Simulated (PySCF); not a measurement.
**Excitation energy of Pt²⁺ by level of theory**

Pt²⁺ [Xe] 4f14 5d8 (3F) → Pt²⁺ [Xe] 4f14 5d7 6s1 (5F), as a difference of total energies. Computed with PySCF 2.14 in def2-QZVPPD with the def2 core potential (60 electrons), with a scalar-relativistic core potential. Correlated levels: valence: 5s2 5p6 frozen. The calculations carry no spin-orbit coupling.

```csv
method,excitation energy (eV)
UHF,2.517
MP2 (valence),3.072
SCS-MP2 (valence),3.439
CCSD (valence),3.021
CCSD(T) (valence),3.058
```

**Question.** How much does correlation contribute at CCSD(T) (valence)?

**Answer.** 3.058 − (2.517) = 0.541 eV, measured against UHF.
